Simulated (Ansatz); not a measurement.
Consider the ligand exchange at a Ga–C bond: `C#[C][GaH][CH3]` + `CCNC` → `CC[N](C)[GaH][CH3]` + `C#C`.

Program: Ansatz. Geometries: PBE0-D4/def2-TZVP. ΔE: electronic, gas phase. CCSD(T)/CBS is the MP2 limit (def2-TZVPP, def2-QZVPP) plus CCSD(T) − MP2 in def2-TZVPP, frozen cores. This one scheme is used for every species. DFT in def2-TZVPP. HSE06 is defined as in plane-wave codes. For Ga outer-core shells are correlated without core-valence functions, which leaves a few kJ/mol of doubt a bond. Scalar relativity is left out up to krypton. One conformer a species, not always the lowest.

`C#[C][GaH][CH3]`:

Cartesian coordinates in Å:
```
C 0.800 1.386 -2.220
C 0.150 0.913 -1.316
Ga -0.868 0.152 0.131
C 0.080 -1.019 1.381
H 1.371 1.804 -3.018
H -2.387 0.517 0.204
H 0.958 -0.504 1.780
H -0.549 -1.345 2.210
H 0.444 -1.902 0.848
```

`CCNC`:

Cartesian coordinates in Å:
```
C -1.524 -0.684 0.822
C -0.115 -0.577 0.280
N 0.062 0.641 -0.481
C 1.411 0.816 -0.967
H -2.252 -0.645 0.009
H -1.662 -1.619 1.369
H -1.743 0.137 1.511
H 0.089 -1.421 -0.389
H 0.611 -0.663 1.110
H -0.205 1.435 0.089
H 1.500 1.775 -1.482
H 2.182 0.774 -0.178
H 1.643 0.031 -1.692
```

`CC[N](C)[GaH][CH3]`:

Cartesian coordinates in Å:
```
C 1.971 0.268 -0.790
C 1.062 -0.344 0.266
N -0.122 0.432 0.558
C 0.132 1.655 1.277
Ga -1.798 -0.096 0.054
C -1.958 -1.798 -0.913
H 2.839 -0.373 -0.969
H 1.435 0.390 -1.734
H 2.344 1.248 -0.485
H 0.755 -1.340 -0.067
H 1.640 -0.494 1.192
H 0.738 2.369 0.704
H 0.665 1.461 2.220
H -0.809 2.151 1.523
H -2.945 0.886 0.471
H -1.322 -1.800 -1.802
H -1.639 -2.629 -0.279
H -2.986 -1.985 -1.225
```

`C#C`:

Cartesian coordinates in Å:
```
C 0.401 -0.334 0.293
C -0.401 0.334 -0.293
H 1.114 -0.929 0.814
H -1.114 0.929 -0.814
```

```
           level  ΔE (kJ/mol)  difference from CCSD(T)/CBS
         BLYP-D4        -16.6                         -4.3
         PBE0-D4         -4.7                          7.6
      r2SCAN0-D4         -3.3                          9.0
          revPBE          5.6                         17.9
            PBE0          2.6                         14.9
         r2SCANh         -2.8                          9.5
           HSE06          2.8                         15.1
     HF/def2-SVP         12.4                         24.7
CCSD(T)/def2-SVP        -18.0                         -5.7
 CCSD/def2-TZVPP         -5.9                          6.4
     CCSD(T)/CBS        -12.3                            0
```

Largest T1 diagnostic among the species: 0.013.

From BLYP to BHLYP (50 % exact exchange), in def2-TZVPP and without D4, ΔE moves by +6.1 kJ/mol. Leaving LDA and LC-ωPBE aside and taking each functional with its dispersion term where it has one, the values, not all of them listed here, spread over 14.5 kJ/mol, from BLYP-D4 to PBE-QIDH. LDA lies −17.0 kJ/mol from PBE without D4.
